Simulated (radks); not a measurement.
Values are calculated unless marked as measured or tabulated.
Question: Pb4+, 78 electrons, occupied as [Xe] 4f14 5d10. Code: a radial shooting solver on a logarithmic mesh with Libxc functionals. Model: scalar-relativistic Kohn-Sham, Slater X-alpha with alpha = 0.667, spin-polarised, spherical densities, finite nucleus; Fermi nuclear charge, rms radius 5.5012 fm. Some entries of the table are withheld. Estimate them.

| orbital | occ. | eigenvalue (eV) | <r> (bohr) | <1/r> (bohr^-1) |
|---|---|---|---|---|
| 1s | 2 | -88044.16 | 0.01607 | 101.2 |
| 2s | 2 | (1) | 0.06766 | 23.77 |
| 2p | 6 | -13555.42 | 0.06145 | 20.90 |
| 3s | 2 | -3818.457 | 0.1747 | 8.809 |
| 3p | 6 | -3179.445 | 0.1766 | 7.975 |
| 3d | 10 | -2524.736 | 0.1600 | 7.487 |
| 4s | 2 | -894.3061 | 0.3846 | 3.797 |
| 4p | 6 | -684.7194 | 0.4103 | 3.413 |
| 4d | 10 | -441.5379 | 0.4313 | 3.069 |
| 5s | 2 | -183.8808 | 0.8524 | 1.602 |
| 4f | 14 | -172.8555 | 0.4539 | 2.675 |
| 5p | 6 | -125.4913 | 0.9743 | 1.371 |
| 5d | 10 | -60.1986 | 1.264 | (2) |

Answer: 
(1) 2s eigenvalue (eV): -15782.80
(2) 5d <1/r> (bohr^-1): 1.033
